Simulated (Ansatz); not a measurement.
`[F][Mg][Br]` + HCl → `[F][Mg][Cl]` + HBr at 500 K and 1 bar (ligand exchange at a Mg–Br bond).

Program: Ansatz. Geometries: PBE0-D4/def2-TZVP. ΔE: electronic, gas phase. CBS: MP2 limit from def2 TZ/QZ plus the TZ coupled-cluster correction, frozen cores. This one scheme is used for every species. For Br, Mg outer-core shells are correlated without core-valence functions, which leaves a few kJ/mol of doubt a bond. Scalar relativity is left out up to krypton.

```
      species  CCSD(T)/CBS energy (Eh)  H − E (kJ/mol)  S (J/(mol·K))
`[F][Mg][Br]`              -2873.15166            33.2          306.4
          HCl               -460.38127            32.5          201.9
`[F][Mg][Cl]`               -759.61026            33.4          294.5
          HBr              -2573.91920            30.5          213.7
```

H − E and S are ideal-gas, rigid-rotor, harmonic terms from PBE0-D4/def2-TZVP. 1 Eh = 2625.50 kJ/mol, R = 8.31446 J/(mol·K).

By hand: ΔE, ΔH, ΔS and ΔG.

ΔE = (-759.61026) + (-2573.91920) − (-2873.15166) − (-460.38127) = 0.00347 Eh = 9.1 kJ/mol. Δ(H − E) = 33.4 + 30.5 − 33.2 − 32.5 = -1.8, so ΔH = 7.3 kJ/mol. ΔS = 294.5 + 213.7 − 306.4 − 201.9 = -0.1 J/(mol·K). ΔG = 7.3 − 500 × (-0.1)/1000 = 7.3 kJ/mol.

By hand: the equilibrium constant, and the temperature at which ΔG would vanish if ΔH and ΔS stayed fixed.

log₁₀ K = −ΔG/(RT ln 10) = -0.8. ΔH and −TΔS have one sign here, so there is no such temperature.

The number of gas molecules stays the same, so ΔS is small and ΔH decides. A doubt of 5 kJ/mol in ΔE shifts log₁₀ K by 0.5 here. These are equilibria of isolated gas molecules and say nothing of rates. Largest T1 diagnostic: 0.010 (customary marks: 0.02 for closed shells, 0.045 for open ones).

ΔS is within the doubt of such terms, so its sign, and with it that verdict, could turn.
